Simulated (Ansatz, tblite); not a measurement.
Cost and result up the ladder for Pb2O5H6, a hydroxylated oxide cluster (13 atoms). Charge 0, multiplicity 1. Geometry: r2SCAN-D4/def2-SVP.

```xyz
13

Pb    0.111    1.464    0.949
Pb   -0.360   -1.717   -0.048
O     1.887   -1.560   -1.463
O     1.393   -0.814    1.038
O    -1.327   -0.234    1.463
O    -0.023    0.292   -1.083
O    -1.828    1.893   -0.082
H     2.198   -1.275   -0.574
H     1.495   -0.728   -1.796
H     1.552   -1.139    1.937
H    -2.104    0.224    1.079
H    -0.861    0.790   -1.250
H    -2.134    2.805   -0.172
```

Ansatz on 4 threads of Arm Neoverse V2 on a shared host; xTB runs through tblite on one thread. Times are rough, summed over both states, and most runs start from the orbitals of an earlier one. PBE0-D4/def2-TZVP serves as the yardstick here, not as an exact answer. The other state is a doublet.

In the def2 sets Pb takes a core potential; there is no spin–orbit coupling. The xTB rows come from tblite.

Raw xTB energies of ions are shifted by several eV.

```json
{"level": "GFN2-xTB", "functions": "34", "wall time": "0.01 s", "vertical IE (eV)": "13.13", "difference from PBE0-D4/def2-TZVP (eV)": "4.29"}
{"level": "GFN1-xTB", "functions": "40", "wall time": "0.011 s", "vertical IE (eV)": "13.79", "difference from PBE0-D4/def2-TZVP (eV)": "4.95"}
{"level": "PBE-D4/def2-TZVP", "functions": "291", "wall time": "22 s", "vertical IE (eV)": "8.44", "difference from PBE0-D4/def2-TZVP (eV)": "-0.40"}
{"level": "PBE0-D4/def2-TZVP (with forces)", "functions": "291", "wall time": "50 s", "vertical IE (eV)": "8.84", "difference from PBE0-D4/def2-TZVP (eV)": "0.00"}
{"level": "BHLYP-D4/def2-TZVP (with forces)", "functions": "291", "wall time": "67 s", "vertical IE (eV)": "9.07", "difference from PBE0-D4/def2-TZVP (eV)": "0.22"}
```
